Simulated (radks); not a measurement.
Values are calculated unless marked as measured or tabulated.
Q: Co I, configuration [Ar] 3d8 5s1 (not the ground configuration). Level of theory: Dirac Kohn-Sham, BLYP, spin-unpolarised, spherical densities, point nucleus; open shells fill j = l - 1/2 first (a radial shooting solver on a logarithmic mesh with Libxc functionals).

Spin-orbit splittings of the eigenvalues, e(l+1/2) - e(l-1/2), with zeta = 2 splitting/(2l+1) and mean radii in bohr:

shell  occ.  splitting (eV)  zeta (eV)  <r> j=l-1/2  <r> j=l+1/2
2p        6           14.85      9.897       0.2228       0.2259
3p        6           1.831      1.220       0.8166       0.8269
3d        8               ?          ?        1.141        1.150

Estimate the 3d splitting.

A: 0.1765 eV (zeta = 0.07060 eV).
